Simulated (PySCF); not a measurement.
Electric field gradients and quadrupole coupling constants

Species: C5H11OPS.
Cartesian coordinates in Å at the PBE0-D3(BJ)/def2-SVP level; atoms count from 1:
```xyz
19
C5H11OPS angstrom
C      2.0689    1.2999   -1.3003
O      0.9239    0.4944   -1.3095
C      0.7346   -0.2203   -0.1269
C     -0.3518   -1.2659   -0.3385
C     -1.7096   -0.5806   -0.1794
C     -1.6638    0.1650    1.1528
P      0.0224    0.9058    1.2247
S      0.9307    1.0575    2.9357
H      2.9901    0.6915   -1.2179
H      2.0919    1.8596   -2.2447
H      2.0675    2.0204   -0.4600
H      1.6802   -0.6532    0.2496
H     -0.2194   -1.7337   -1.3256
H     -0.2412   -2.0527    0.4256
H     -1.8565    0.1301   -1.0094
H     -2.5426   -1.2993   -0.2151
H     -1.7209   -0.5254    2.0100
H     -2.4416    0.9314    1.2798
H     -0.1406    2.1093    0.4738
```

Field gradients from the PBE0/pcSseg-1 density (PySCF, non-relativistic), principal values in atomic units, ordered |Vxx| ≤ |Vyy| ≤ |Vzz|:

```csv
atom,Vxx,Vyy,Vzz
O2,-0.0195,-1.9476,1.9671
S8,-1.1442,-1.2262,2.3704
```

Question: Find the asymmetry η = (Vxx − Vyy)/Vzz and the couplings χ = eQV/h (234.96 MHz × Q in barn × V in au), with Q(17O) = −0.0256 b, Q(33S) = −0.0678 b.

Answer: 
| atom | environment | nucleus | η | χzz (MHz) | χxx (MHz) | χyy (MHz) |
| --- | --- | --- | --- | --- | --- | --- |
| O2 | ether oxygen | 17O | 0.98 | -11.83 | 0.12 | 11.72 |
| S8 | sulfur bonded to P | 33S | 0.03 | -37.76 | 18.23 | 19.53 |

The gradient is axial or nearly so (η below 0.05) at S8. At O2 η is above 0.9: Vyy and Vzz are nearly equal in size and opposite in sign, so a small change could swap them and flip the sign of χzz. 

Question: What is Vzz at S8 in SI units (1 au = 9.71736 × 10²¹ V/m²)?

Answer: 2.3704 au = 23.034 × 10²¹ V/m².

Question: What couplings would deuterons (Q(2H) = 0.00286 b) have in place of the hydrogens, at this geometry?

Answer: 
```json
{"atom": "H9", "bonded to": "C1", "bond length (Å)": "1.107", "Vzz (au)": "0.2721", "η": "0.09", "χzz (kHz)": "183"}
{"atom": "H10", "bonded to": "C1", "bond length (Å)": "1.098", "Vzz (au)": "0.2887", "η": "0.07", "χzz (kHz)": "194"}
{"atom": "H11", "bonded to": "C1", "bond length (Å)": "1.107", "Vzz (au)": "0.2688", "η": "0.11", "χzz (kHz)": "181"}
{"atom": "H12", "bonded to": "C3", "bond length (Å)": "1.106", "Vzz (au)": "0.2690", "η": "0.09", "χzz (kHz)": "181"}
{"atom": "H13", "bonded to": "C4", "bond length (Å)": "1.100", "Vzz (au)": "0.2888", "η": "0.02", "χzz (kHz)": "194"}
{"atom": "H14", "bonded to": "C4", "bond length (Å)": "1.102", "Vzz (au)": "0.2830", "η": "0.01", "χzz (kHz)": "190"}
{"atom": "H15", "bonded to": "C5", "bond length (Å)": "1.102", "Vzz (au)": "0.2818", "η": "0.02", "χzz (kHz)": "189"}
{"atom": "H16", "bonded to": "C5", "bond length (Å)": "1.101", "Vzz (au)": "0.2898", "η": "0.01", "χzz (kHz)": "195"}
{"atom": "H17", "bonded to": "C6", "bond length (Å)": "1.102", "Vzz (au)": "0.2842", "η": "0.01", "χzz (kHz)": "191"}
{"atom": "H18", "bonded to": "C6", "bond length (Å)": "1.099", "Vzz (au)": "0.2941", "η": "0.01", "χzz (kHz)": "198"}
{"atom": "H19", "bonded to": "P7", "bond length (Å)": "1.428", "Vzz (au)": "0.1600", "η": "0.03", "χzz (kHz)": "108"}
```

The structure is a single PBE0-D3(BJ)/def2-SVP conformer in the gas phase; no vibrational or solvent corrections. The basis is small and wasn't made for field gradients, so the couplings can be 20 % off.

The run behind these numbers computed NMR shieldings as well. On one thread, Intel Xeon Platinum 8259CL at 2.50 GHz (x86_64), shared host, this took 54 s and 0.98 GiB of memory at its peak.
